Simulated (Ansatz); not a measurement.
Start from `[O]=[W]([F])([F])([F])[F]` and change one atom or group to get `[O]=[W]([OH])([F])([F])[F]`.

Ansatz, PBE0-D4/def2-TZVP geometries, multiplicity 1. Each molecule was computed in one conformer, which needn't be the lowest.

Elements past krypton have def2 core potentials.

```tsv
property	`[O]=[W]([F])([F])([F])[F]`
HOMO energy (ωB97M-V/def2-TZVPP) / eV	-14.06
HOMO–LUMO gap (ωB97M-V/def2-TZVPP) / eV	12.41
HOMO energy (PBE0/def2-TZVPP) / eV	-11.65
HOMO energy (PBE/def2-TZVPP) / eV	-9.82
HOMO energy (B3LYP/def2-TZVPP) / eV	-11.37
LUMO energy (ωB97M-V/def2-TZVPP) / eV	-1.65
```

Task: What does the change do to each property? (Best estimate.)

Result: The calculation gave: 
| property | `[O]=[W]([OH])([F])([F])[F]` | shift |
| --- | --- | --- |
| HOMO energy (ωB97M-V/def2-TZVPP) / eV | -13.01 | 1.05 |
| HOMO–LUMO gap (ωB97M-V/def2-TZVPP) / eV | 12.01 | -0.40 |
| HOMO energy (PBE0/def2-TZVPP) / eV | -10.62 | 1.03 |
| HOMO energy (PBE/def2-TZVPP) / eV | -8.88 | 0.94 |
| HOMO energy (B3LYP/def2-TZVPP) / eV | -10.35 | 1.02 |
| LUMO energy (ωB97M-V/def2-TZVPP) / eV | -1.00 | 0.65 |

With PBE0 the HOMO rises by 1.03 eV and the LUMO rises by 0.70 eV, so the gap narrows by about 0.33 eV. PBE moves the HOMO by 0.94 eV and ωB97M-V by 1.05 eV.

B3LYP here is the variant with VWN-RPA as its local correlation; programs differ in this.
